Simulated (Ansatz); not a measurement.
Basis-set series for `BCBCl`. The species carries charge 0 and has multiplicity 1. All single points use the PBE0-D4/def2-TZVP geometry. It is one conformer, not always the lowest.

```
functional       basis  functions  energy (Eh)  HOMO (eV)  LUMO (eV)
   PBE0-D4    def2-SVP         85   -550.54670      -8.41      -1.84
   PBE0-D4  def2-QZVPP        391   -550.82007      -8.53      -1.97
   ωB97M-V    def2-SVP         85   -550.73534     -10.64       0.23
   ωB97M-V  def2-QZVPP        391   -551.01320     -10.81      -0.03
```

(1) Give the rows for def2-TZVPP. (An estimate is asked.)

## Answers

(1) Computed: 
```json
{"functional": "PBE0-D4", "basis": "def2-TZVPP", "functions": "205", "energy (Eh)": "-550.80096", "HOMO (eV)": "-8.51", "LUMO (eV)": "-1.95"}
{"functional": "ωB97M-V", "basis": "def2-TZVPP", "functions": "205", "energy (Eh)": "-550.99515", "HOMO (eV)": "-10.78", "LUMO (eV)": "0.02"}
```

Positive LUMOs are unbound and depend on the basis.
